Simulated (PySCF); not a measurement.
Al(F)(OMe)(SeH) (CH₄AlFOSe), SMILES [F][Al]([SeH])[O]C.

Coordinates come from a PBE-D3(BJ)/def2-SVP optimisation. Other conformers were not sampled.

These are PBE-D3(BJ)/def2-SVP in PySCF values and carry that method's errors.

Frequencies are harmonic and unscaled.

| mode | ν (cm⁻¹) | IR (km/mol) | moving atoms (share of kinetic energy) |
|---|---|---|---|
| 1 | 61 | 0.0 | H 97 % |
| 2 | 77 | 2.3 | C 33 %, H 20 %, F 17 %, Al 13 %, Se 10 % |
| 3 | 82 | 2.6 | O 45 %, H 22 %, C 20 %, Al 8 % |
| 4 | 135 | 12.1 | F 44 %, O 17 %, C 13 %, Al 11 %, Se 8 % |
| 5 | 218 | 11.9 | O 36 %, Se 27 %, F 23 % |
| 6 | 220 | 5.5 | H 97 % |
| 7 | 231 | 47.9 | Al 67 %, O 16 %, F 14 % |
| 8 | 381 | 46.4 | Al 37 %, O 23 %, F 19 %, Se 16 % |
| 9 | 582 | 0.9 | H 94 % |
| 10 | 701 | 78.6 | Al 47 %, C 20 %, O 16 %, F 11 % |
| 11 | 868 | 93.6 | Al 49 %, F 42 % |
| 12 | 1141 | 35.7 | H 71 %, C 21 % |
| 13 | 1145 | 0.0 | H 77 %, C 19 % |
| 14 | 1216 | 392.0 | O 56 %, C 32 % |
| 15 | 1422 | 1.8 | H 97 % |
| 16 | 1425 | 2.4 | H 96 % |
| 17 | 1433 | 21.7 | H 89 %, C 9 % |
| 18 | 2358 | 5.0 | H 99 % |
| 19 | 2921 | 113.5 | H 98 % |
| 20 | 3000 | 37.6 | H 90 %, C 10 % |
| 21 | 3005 | 34.2 | H 90 %, C 10 % |
